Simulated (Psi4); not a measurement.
A dimer, F4Si ··· O2S (SMILES F[Si](F)(F)F and O=S=O); the first 5 atoms form monomer A.

```
8

F      1.5153    -0.2557    -0.3094
Si     0.0000     0.0000     0.0000
F     -0.2434     1.5361     0.1969
F     -0.8718    -0.5158    -1.1963
F     -0.4001    -0.7646     1.3088
O      1.7509     0.9881     2.2214
S      3.1713     1.1094     2.0282
O      3.9827     1.5809     3.1185
```

**Question.** What interaction energy does SAPT0/jun-cc-pVDZ, frozen core (Psi4) give, and which attractive term is the largest?

**Answer.** Total -7.92 kJ/mol: electrostatics -21.60, exchange 24.75, induction -3.28, dispersion -7.80. The most attractive term is electrostatics.
